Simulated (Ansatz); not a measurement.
A run for Ansatz (a first-principles code): U-CCSD(T)/def2-TZVPP on H4PbSi (SMILES [SiH3][PbH]), a point of a bond scan (R = 2.010 Å). Elements past Kr take the def2 small-core potentials; no spin–orbit coupling. The run froze 14 orbitals, filled d shells among them.

Ansatz 0.2 input:
```yaml
crystal:
  periodic: [false, false, false]
  atoms:
    - {symbol: Pb, position_ang: [0.01264380, 0.35481597, 0.33070929]}
    - {symbol: H, position_ang: [-0.43048829, 1.47502972, -1.08006028]}
    - {symbol: Si, position_ang: [-0.03318368, -1.72695224, -1.46551517]}
    - {symbol: H, position_ang: [1.29825965, -1.41881313, -2.93989399]}
    - {symbol: H, position_ang: [-1.37568005, -1.84281653, -2.09941456]}
    - {symbol: H, position_ang: [0.28087739, -3.05109006, -0.86382657]}
basis:
  gaussian:
    orbitals: def2-TZVPP
correlation: {method: ccsd_t, electrons: outside_noble_gas}
scf: {omitted_lower_state_checks: [cluster_reference]}
magnetization: {spin_polarized: true, initial_magnetization: 0}
```

The log:

```
WARN ansatz: RAYON_NUM_THREADS=1 ignored (pool sized by the plan → 1); use --threads N
Functional definition: HF
these checks for a lower state are left out or cut short: cluster_reference
integrals: 0.55 GiB planned
1026 factors; integrals over basis functions are off by at most 8.3e-4 eV
mean field: 0.52 GiB planned
mean field evaluation 1: about -13142.7199 eV, gradient 8.7e0 eV
mean field evaluation 2: about -13142.7193 eV, gradient 8.7e0 eV
mean field evaluation 4: about -13143.7360 eV, gradient 1.7e0 eV
mean field evaluation 8: about -13143.7644 eV, gradient 1.3e-1 eV
mean field evaluation 16: about -13143.7600 eV, gradient 1.5e-1 eV
mean field evaluation 32: about -13143.4733 eV, gradient 1.8e0 eV
mean field -13143.76466833 eV, -483.0244423975 hartree, gradient 5.7e-6 eV, S^2 0.000000; 4 other end points of the search recorded, 0 dependent functions left out
14 core orbitals not correlated
reference -13143.76466833 eV, -483.0244423975 hartree; 6, 6 occupied and 128, 128 virtual orbitals, 1026 factors
second order -5.78394392 eV of doubles, -0.00000000 eV of singles
coupled cluster: 1.84 GiB planned
cycle   1  -6.59559732 eV  change   -8.1e-1 eV  update   8.5e-2
cycle   2  -6.95078320 eV  change   -3.6e-1 eV  update   3.3e-2
cycle   3  -6.98571991 eV  change   -3.5e-2 eV  update   1.1e-2
cycle   4  -6.98422113 eV  change    1.5e-3 eV  update   4.1e-3
cycle   5  -6.98332176 eV  change    9.0e-4 eV  update   1.5e-3
cycle   6  -6.98294390 eV  change    3.8e-4 eV  update   6.3e-4
cycle   7  -6.98293404 eV  change    9.9e-6 eV  update   2.9e-4
cycle   8  -6.98304247 eV  change   -1.1e-4 eV  update   1.2e-4
cycle   9  -6.98303846 eV  change    4.0e-6 eV  update   5.5e-5
cycle  10  -6.98302246 eV  change    1.6e-5 eV  update   2.6e-5
cycle  11  -6.98302765 eV  change   -5.2e-6 eV  update   1.4e-5
perturbative correction -0.24320654 eV, -0.0089376756 hartree
Total energy: -13150.99090253 eV, -483.2900016061 hartree
Checks for a lower state left out: cluster_reference
```

Self-consistency was reached.

Cost: about 30 core-seconds (a rough figure).
